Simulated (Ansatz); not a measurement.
One change: `F[SiH2]O[SiH](F)F` becomes `F[SiH2]S[SiH](F)F`.

Ansatz, PBE0-D4/def2-TZVP geometries, multiplicity 1. Each molecule was computed in one conformer, which needn't be the lowest.

```csv
property,`F[SiH2]O[SiH](F)F`
HOMO–LUMO gap (PBE/def2-TZVPP) / eV,7.59
size of the dipole moment (ωB97M-V/def2-TZVPP) / D,0.88
HOMO energy (ωB97M-V/def2-TZVPP) / eV,-11.90
HOMO energy (PBE/def2-TZVPP) / eV,-8.13
HOMO energy (PBE0/def2-TZVPP) / eV,-9.62
size of the dipole moment (PBE/def2-TZVPP) / D,0.84
```

Task: What does the change do to each property? (Best estimate.)

Result: The calculation gave: 
```
                                          property  `F[SiH2]S[SiH](F)F`  shift
               HOMO–LUMO gap (PBE/def2-TZVPP) / eV                 6.18  -1.41
size of the dipole moment (ωB97M-V/def2-TZVPP) / D                 1.15   0.27
             HOMO energy (ωB97M-V/def2-TZVPP) / eV               -10.75   1.15
                 HOMO energy (PBE/def2-TZVPP) / eV                -7.30   0.83
                HOMO energy (PBE0/def2-TZVPP) / eV                -8.57   1.05
    size of the dipole moment (PBE/def2-TZVPP) / D                 1.08   0.24
```

With PBE0 the HOMO rises by 1.05 eV and the LUMO falls by 0.58 eV, so the gap narrows by about 1.63 eV. PBE moves the HOMO by 0.83 eV and ωB97M-V by 1.15 eV. Dipoles are sizes alone; their direction can turn.
